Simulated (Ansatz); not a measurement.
Molecule: C2HF2 (charge -1, singlet). It need not be the lowest isomer of its formula. Whether it binds its extra electron was not tested at this geometry. 
Geometry from a B3LYP-D3(BJ)/def2-TZVP (Ansatz, a first-principles code) optimisation:
SMILES: F/C=[C-]/F
```xyz
5

F      1.6141    -0.7594    -0.0091
C      0.7066     0.3803    -0.0332
C     -0.5266    -0.1292     0.0184
F     -1.6395     0.7218     0.0113
H     -0.8514    -1.1679     0.0690
```
Charge -1, spin multiplicity 1.

Basis-set convergence of Hartree-Fock and MP2 correlation energies (hartree) with Ansatz. Correlated levels leave the core frozen unless marked. No spin-orbit coupling. No relativistic terms. This anion needs diffuse functions, which these sets lack.

| basis | functions | E(HF) | E(corr, MP2) |
|---|---|---|---|
| cc-pVDZ | - | -275.09834 | -0.62556 |
| cc-pVTZ | 134 | ___ | ___ |

**Question.** Fill in the missing entries.

**Answer.** 
- cc-pVTZ, E(HF): -275.19299
- cc-pVTZ, E(corr, MP2): -0.81893
